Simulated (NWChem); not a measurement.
Molecule: CH6O2Si; SMILES C[SiH](O)O

```xyz
10

Si    -0.1024    -0.0169     0.2562
C     -0.1089    -1.7994    -0.2416
O     -1.5110     0.6517    -0.3287
O      1.2610     0.6652    -0.4141
H     -0.0579     0.1945     1.7401
H     -0.1426    -1.8794    -1.3392
H      0.7988    -2.3105     0.1121
H     -0.9884    -2.3189     0.1671
H     -1.7702     1.5120     0.0107
H      1.5305     1.5293    -0.0929
```
Atoms are numbered in this order, from 1.

Results from NWChem. Coordinates come from a PBE0/def2-SVP optimisation. Atomic charges in e: unrestrained fits to the electrostatic potential beside Mulliken populations; buried atoms are poorly determined by the fit.

What does the run give for B3LYP/def2-SVP? Quantities: ESP Si1; Mulliken Si1; ESP C2; Mulliken C2; ESP O3; Mulliken O3; ESP O4; Mulliken O4; relative RMS misfit of the potential (%).


```yaml
ESP Si1: 0.97
Mulliken Si1: 0.69
ESP C2: -0.27
Mulliken C2: -0.24
ESP O3: -0.71
Mulliken O3: -0.40
ESP O4: -0.70
Mulliken O4: -0.40
relative RMS misfit of the potential (%): 22
```
